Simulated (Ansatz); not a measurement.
`Cc1ccccc1O` + H₂O → `Oc1ccccc1O` + CH₄ at 500 K and 1 bar (formal hydrolysis of a C–C bond).

Isolated molecules relaxed with PBE0-D4/def2-TZVP in Ansatz; ΔE leaves out vibrations. CCSD(T)/CBS is the MP2 limit (def2-TZVPP, def2-QZVPP) plus CCSD(T) − MP2 in def2-TZVPP, frozen cores. This one scheme is used for every species. Each species was taken in one conformer, which may not be the lowest.

```tsv
species	CCSD(T)/CBS energy (Eh)	H − E (kJ/mol)	S (J/(mol·K))
`Cc1ccccc1O`	-346.36212	402.1	426.3
H₂O	-76.37941	73.2	206.3
`Oc1ccccc1O`	-382.26917	337.9	413.2
CH₄	-40.46206	135.6	206.8
```

H − E and S are ideal-gas, rigid-rotor, harmonic terms from PBE0-D4/def2-TZVP, for one conformer and one mirror image of each species. 1 Eh = 2625.50 kJ/mol, R = 8.31446 J/(mol·K).

Task: By hand: ΔE, ΔH, ΔS and ΔG.

Result: ΔE = (-382.26917) + (-40.46206) − (-346.36212) − (-76.37941) = 0.01030 Eh = 27.0 kJ/mol. Δ(H − E) = 337.9 + 135.6 − 402.1 − 73.2 = -1.8, so ΔH = 25.2 kJ/mol. ΔS = 413.2 + 206.8 − 426.3 − 206.3 = -12.6 J/(mol·K). ΔG = 25.2 − 500 × (-12.6)/1000 = 31.5 kJ/mol.

Task: By hand: the equilibrium constant, and the temperature at which ΔG would vanish if ΔH and ΔS stayed fixed.

Result: log₁₀ K = −ΔG/(RT ln 10) = -3.3. ΔH and −TΔS have one sign here, so there is no such temperature.

The number of gas molecules stays the same, so ΔS is small and ΔH decides. A doubt of 5 kJ/mol in ΔE shifts log₁₀ K by 0.5 here. Other conformers and mirror images would add mixing entropy, several J/(mol·K) or more a flexible species. These are equilibria of isolated gas molecules and say nothing of rates. Largest T1 diagnostic: 0.012 (customary marks: 0.02 for closed shells, 0.045 for open ones).

ΔS is within the doubt of such terms, so its sign, and with it that verdict, could turn.
